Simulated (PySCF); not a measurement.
Species: C6H5FN (doublet state).
Cartesian coordinates in Å at the GFN2-xTB level; atoms count from 1:
```xyz
13
C6H5FN angstrom
C      2.5015   -0.0213   -0.6024
C      1.2503   -0.0195   -0.3066
C     -0.0499   -0.0089    0.0012
C     -0.8699   -1.2697   -0.0848
C     -0.6737    1.1806    0.4255
F      0.0659    2.3098    0.5068
C     -2.0125    1.2838    0.7678
N     -3.1308    1.3503    1.0493
H      2.8593    0.1862   -1.6014
H      3.2666   -0.2264    0.1334
H     -0.6411   -1.8071   -1.0024
H     -1.9308   -1.0352   -0.0605
H     -0.6392   -1.9221    0.7566
```

As a line formula: `C=[C]/C(C)=C(\F)C#N` [radical].

Theory: UKS B3LYP, pcH-1 on C F H N, non-relativistic, mean-field spin-orbit, GIAO (PySCF 2.14.0). Geometry: GFN2-xTB; no solvent, vibrations or thermal averaging. GFN2-xTB frequencies show an imaginary mode (57i cm⁻¹), so this geometry is no minimum at that level. A GFN2-xTB geometry isn't a minimum of the functional, and hyperfine couplings can be far from their values at a DFT geometry. The SCF solution wasn't tested for stability. ⟨S²⟩ is 0.777 where a pure state has 0.75.

Problem. Match the computed a_iso(13C) values +62.5, -46.7, -44.1, +39.8, -32.3, +5.6 MHz with the sites C1; C2; C3; C4; C5; C7.

Solution. 
```
site  a_iso (MHz)  ρ(0) (bohr⁻³)                 position  distance from C5 (Å)  spin population  largest |T| (MHz)
  C1        -32.3        -0.0287           1 bond from C2                  3.55            -0.09                8.2
  C2        +39.8        +0.0354         a main spin site                  2.38            +0.49               74.3
  C3        -44.1        -0.0392           1 bond from C2                  1.41            -0.20               23.4
  C4         +5.6        +0.0050          2 bonds from C2                  2.51            +0.01                1.1
  C5        +62.5        +0.0556  largest spin population                  0.00            +0.54              103.1
  C7        -46.7        -0.0416           1 bond from C5                  1.39            -0.14               15.4
```

ρ(0) is the spin density at the nucleus and T the dipolar tensor; entries for several nuclei are means. The largest Mulliken spin populations are on C5 (+0.54), C2 (+0.49), N8 (+0.28) and C3 (-0.20). Three atoms exceed +0.15. The angles at C5 add up to 360.0°, so it is planar. Main spin sites, with 60 % or more of the largest population: C2, C5; positions count bonds from the nearest.

Means are taken over nuclei equivalent by connectivity, which assumes that they swap fast. H9 and H10 aren't averaged: C1 is flat or nearly so (angle sum 360°), and its turn about the short C1–C2 bond (1.29 Å) is taken as slow. The three 1H nuclei of mean -9.9 MHz run from -16.7 to -2.8 MHz in the frozen geometry.

C2, the radical centre as drawn in `C=[C]/C(C)=C(\F)C#N`, holds a spin population of +0.49 out of 1.
